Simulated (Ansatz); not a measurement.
Breaking the Sn1–H2 bond in CH4OSn (SMILES C[O][SnH]) (multiplicity 1 held, fragments rigid). Energies count from the point at 1.803 Å.
Geometry at that point (charge 0, multiplicity 1):
```xyz
7

Sn    -0.25585    -0.35398     0.47968
H     -1.29538    -0.77679    -0.93204
O      0.88269     0.89220    -0.56591
C      0.78582     1.22657    -1.93455
H      0.62947     2.30497    -2.04038
H      1.72035     0.96984    -2.44378
H     -0.03834     0.70385    -2.43319
```

Restricted levels (R-, RO-) in cc, def2 and unpolarised 6-31G sets keep to the state of the molecule at rest. Active spaces are followed from a long bond inwards. Levels need not reach the same state.

Cores are frozen in the correlated methods. Filled d and f shells under p-block atoms count as core.

The values were computed with Ansatz (Gaussian basis) for Hartree–Fock, density functionals and correlated methods. Each number belongs to the level named beside it. In def2 rows elements past Kr take small-core potentials, without spin–orbit coupling.

Energies in kcal/mol.

| R (Å) | R-MP2/def2-SVP | R-SCS-MP2/def2-SVP | FIC-MRCISD on CASSCF(2,2)/def2-SVP | FIC-MRCISD+Q on CASSCF(2,2)/def2-SVP |
|---|---|---|---|---|
| 1.443 | 25.6 | 25.7 | 26.2 | 26.0 |
| 1.623 | 4.7 | 4.7 | 5.0 | 5.0 |
| 1.803 | 0.0 | 0.0 | 0.0 | 0.0 |
| 1.984 | 3.5 | 3.5 | 2.9 | 3.0 |
| 2.164 | 10.9 | 10.8 | 9.5 | 9.6 |
| 2.435 | 24.5 | 24.3 | 21.4 | 21.7 |
| 2.705 | 38.3 | 37.9 | 32.9 | 33.2 |
| 3.156 | 58.3 | 57.5 | 47.6 | 47.9 |
| 3.607 | 73.7 | 72.3 | 56.0 | 56.4 |
| 4.148 | 86.0 | 83.5 | 60.2 | 60.7 |
| 4.869 | 92.4 | 87.8 | 61.6 | 62.2 |
| 5.771 | 87.8 | 79.6 | 61.9 | 62.5 |

Doubts at one or more of the structures used: a restricted determinant that unrestricted orbitals would lower (R-MP2/def2-SVP, R-SCS-MP2/def2-SVP).

Ansatz is a program for electronic structure.
